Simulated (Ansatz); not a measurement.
The cluster GaAs₂⁻. Charge -1, multiplicity 1. Geometry PBE-D4/def2-TZVPD.

```csv
atom,x (Å),y (Å),z (Å)
Ga1,-0.929,-1.237,-0.001
As2,-0.350,1.230,-0.529
As3,1.278,0.007,0.530
```

HSE06 is defined as in plane-wave codes, on full-range PBE exchange. At PBE-D4/def2-TZVPD, r2SCAN-D4/def2-TZVPD the highest occupied level of the charge -1 singlet lies above zero (up to 0.45 eV). By energy differences its removal costs 2.00 eV (vertical, to the charge 0 doublet, at PBE-D4/def2-TZVPD); a positive level beside a positive removal energy at the same level points to self-interaction error. The structure comes from a short search, and lower isomers may exist.

Estimate the orbital energies around the gap (eV) in Ansatz with PBE-D4/def2-TZVPD, r2SCAN-D4/def2-TZVPD, PBE0-D4/def2-TZVPD, HSE06-D4/def2-TZVPD, ωB97X-V/def2-TZVPD.


```tsv
orbital	PBE-D4/def2-TZVPD	r2SCAN-D4/def2-TZVPD	PBE0-D4/def2-TZVPD	HSE06-D4/def2-TZVPD	ωB97X-V/def2-TZVPD
HOMO−5	-7.04	-7.49	-8.51	-8.10	-11.11
HOMO−4	-3.94	-4.26	-5.16	-4.74	-7.71
HOMO−3	-1.67	-1.96	-2.65	-2.27	-4.67
HOMO−2	-1.53	-1.79	-2.32	-1.95	-4.18
HOMO−1	-0.18	-0.38	-1.00	-0.63	-2.93
HOMO	0.45	0.26	-0.38	-0.02	-2.29
LUMO	1.13	1.09	1.81	1.44	3.72
LUMO+1	2.55	2.68	3.20	2.84	4.92
LUMO+2	3.38	3.86	3.83	3.53	5.01
LUMO+3	3.45	3.96	4.00	3.66	5.39
LUMO+4	4.02	4.29	4.53	4.20	5.84
LUMO+5	4.04	4.57	4.62	4.27	6.17
```
